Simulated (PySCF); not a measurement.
This script is equivalent to a calculation on Sc³⁺ (scandium, charge +3).

```python
from pyscf import gto, scf, dft, mp, cc
import basis_set_exchange as bse
mol = gto.M(atom="Sc 0 0 0", charge=3, spin=0, symmetry="D2h",
            basis=gto.basis.parse(bse.get_basis("x2c-SVPall", elements=["Sc"], fmt="nwchem", header=False)),
            nucmod="G")
mf = scf.UHF(mol).sfx2c1e()
mf.irrep_nelec = {'Ag': (3, 3), 'B1u': (2, 2), 'B2u': (2, 2), 'B3u': (2, 2)}
mf.kernel()
```

(1) What total energy does it give?

(2) Which occupied shell lies highest, and where?

## Answers

(1) -761.62416 hartree (calculated).

(2) 3p, at -74.719 eV.
